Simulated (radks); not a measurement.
Values are calculated unless marked as measured or tabulated.
Excited configurations of Tc I: one electron is placed in a higher orbital outside [Kr] 4d5 5s1. The ground configuration is [Kr] 4d5 5s2. Level of theory: Dirac Kohn-Sham, PBE, spin-unpolarised, spherical densities, point nucleus; open shells fill j = l - 1/2 first (a radial shooting solver on a logarithmic mesh with Libxc functionals). Excitation = E - E(ground); binding = E(ion) - E, where the ion is the core of charge +1; n* = 1/sqrt(2 binding) in atomic units, and the quantum defect is n - n*.

\begin{tabular}{lrrrrrr}
outer orbital & excitation (eV) & binding (eV) & n* & quantum defect & eigenvalue (eV) & <r> (bohr) \\ \hline
4f5/2 & 7.218 & 0.917 & 3.852 & 0.148 & -0.432 & 17.14 \\
5d3/2 & 6.513 & 1.621 & 2.897 & 2.103 & -0.718 & 10.07 \\
6d3/2 & 7.114 & 1.021 & 3.650 & 2.350 & -0.570 & 18.92 \\
6f5/2 & 7.673 & 0.462 & 5.427 & 0.573 & -0.287 & 43.33 \\
7s1/2 & 6.827 & 1.308 & 3.226 & 3.774 & -0.804 & 16.86 \\
7p1/2 & 7.100 & 1.035 & 3.626 & 3.374 & -0.637 & 20.45 \\
\end{tabular}

The Delta-SCF ionisation energy is 8.135 eV (NIST Atomic Spectra Database: 7.119 eV, measured). Self-interaction in the functional shifts the binding energies and quantum defects, so they are the method's values and not measured ones. Spin polarisation and multiplet splitting are left out, so open shells lie too high by an amount that depends on their filling.

Beside tabulated values, note that spin-unpolarised runs miss the spin-polarisation part of the exchange energy of open shells.
